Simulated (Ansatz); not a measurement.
Geometry optimisation, RKS r2SCAN/cc-pVDZ in Ansatz 0.2.0.

Input file:

```yaml
crystal:
  periodic: [false, false, false]
  atoms:
    - { symbol: Si, position_ang: [-0.868174, 0.586635, 0.417298] }
    - { symbol: S, position_ang: [2.167942, -0.727145, -0.603886] }
    - { symbol: F, position_ang: [-1.090261, -1.014378, 0.704651] }
    - { symbol: F, position_ang: [-2.34563, 1.275834, 0.587279] }
    - { symbol: H, position_ang: [0.033708, 1.162193, 1.440999] }
    - { symbol: H, position_ang: [1.149932, -0.2367, -1.358786] }
    - { symbol: H, position_ang: [-0.462179, 0.743285, -0.962214] }
    - { symbol: H, position_ang: [1.414663, -1.789724, -0.225442] }
basis:
  gaussian: { orbitals: cc-pVDZ }
hamiltonian:
  xc: r2scan
relax:
  f_tol: 0.03
  max_steps: 50
```

Run as:

```bash
$ ansatz run input.yaml --threads 2 --pin off --max-ram 3072MiB --backend cpu --events-out ev --progress --plain --runs-dir out
```

Where does it end, and by what steps?

The run converged. The force dipped under the threshold on the way, but the program's further checks kept it going. After 10 steps the energy has fallen by 0.145 eV; H6 moved furthest, 0.92 Å.

| step | energy less start (eV) | largest force component (eV/Å) | accepted |
| --- | --- | --- | --- |
| 0 | 0.0000 | 0.785 | yes |
| 1 | -0.0681 | 0.244 | yes |
| 2 | -0.0861 | 0.482 | yes |
| 3 | -0.1061 | 0.328 | yes |
| 4 | -0.1208 | 0.077 | yes |
| 5 | -0.1330 | 0.180 | yes |
| 6 | -0.1422 | 0.033 | yes |
| 7 | -0.1382 | 0.500 | no |
| 8 | -0.1443 | 0.021 | yes |
| 9 | -0.1444 | 0.109 | yes |
| 10 | -0.1447 | 0.025 | yes |

```xyz
8
Properties=species:S:1:pos:R:3
Si -0.945 0.661 0.435
S 2.111 -0.627 -0.505
F -1.023 -0.983 0.438
F -2.432 1.172 0.905
H 0.025 1.103 1.465
H 1.683 -0.857 -1.772
H -0.732 1.136 -0.953
H 1.312 -1.605 -0.014
```

Whether the end is a true minimum wasn't checked by a vibrational analysis.

Time of the run: 26 s on 2 threads of Arm Neoverse V2 (shared host), peak memory 0.14 GiB.
